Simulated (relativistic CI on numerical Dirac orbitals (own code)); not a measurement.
# One change at a time: W XXXIX

Base calculation: Dirac-Coulomb-Breit CI, orbitals from a KLI potential per configuration, QED by a radiative potential, unscaled Slater integrals.

CI space (outside the closed core [Ar] 3d10): 4s2 4p6, 4s2 4p5 4d, 4s 4p6 4d, 4s2 4p5 4f, 4s 4p6 4f, 4p6 4d 4f, 4s2 4p5 5s, 4p6 4d2, 4p5 4d3, 4p5 4d2 4f, 4p5 4d2 5s, 4p6 4f2, 4p5 4d 4f2, 4p5 4f3, 4p5 4f2 5s. Double excitations out of closed p, d and f shells are left out; levels of such configurations are missing from the list, as are those of other unlisted configurations, and high levels can miss mixing partners.

Variants: (1) valence Slater integrals scaled by 0.9; (2) QED terms removed; (3) one mean potential for all configurations. Shifts of the energy above 4s2 4p6 1S_0, in eV, for the lowest level and the first level of each name with at least 55 % of one term (blank where a level changes its place among those of its configuration and J or its character, or is not in the variant):

```csv
Level,Base,Δ(1),Δ(2),Δ(3)
4s2 4p6 1S_0,0.000,0.000,0.000,0.000
4s2 4p5 4d 3P°_0,148.516,+0.969,+0.219,-0.004
4s2 4p5 4d 3P°_1,153.131,+0.642,+0.215,-0.005
4s2 4p5 4d 3F°_3,156.166,+0.235,+0.219,-0.005
4s2 4p5 4d 3F°_4,171.723,+0.566,+0.171,-0.005
4s2 4p5 4d 3D°_3,179.931,-0.286,+0.170,-0.005
4s2 4p5 4d 3F°_2,246.021,+0.410,+0.125,-0.005
4s2 4p5 4d 1P°_1,269.112,,+0.127,-0.007
4s2 4p5 4f 3G_4,364.980,+0.146,+0.203,-0.115
4s2 4p5 4f 3G_5,367.365,+0.346,+0.185,-0.118
4s2 4p5 4f 3F_4,374.336,-0.342,+0.185,-0.114
4s 4p6 4d 3D_3,385.054,-0.597,+0.944,-0.025
4s 4p6 4d 1D_2,389.626,-0.867,+1.178,+0.007
4s2 4p5 4f 3G_3,456.450,+0.140,+0.108,-0.123
4s 4p6 4f 3F°_2,570.177,+0.093,+1.344,-0.082
4s 4p6 4f 3F°_3,571.332,+0.048,+1.342,-0.083
4s 4p6 4f 3F°_4,574.810,+0.112,+1.326,-0.086
4s 4p6 4f 1F°_3,579.137,-0.341,+1.330,-0.086
4s2 4p5 5s 3P°_2,672.554,+0.073,-0.430,-0.292
4s2 4p5 5s 1P°_1,674.451,-0.116,-0.430,-0.274
4p6 4d2 3F_2,724.708,+0.800,+2.725,+0.061
4p6 4d2 3P_0,733.584,-0.001,+2.723,+0.067
```

At this charge energies of transitions that change n are usually good to better than 1 %, and those within a shell (Δn = 0) to a few per cent.

Ionisation energy from the two ground configurations alone: base 1828.92 eV. The NIST ASD value (semi-empirical) is 1829.8 eV.

LS names give the leading component of a level, which can be under half, so a name can repeat, a term be missing and a line seem to break the LS rules.
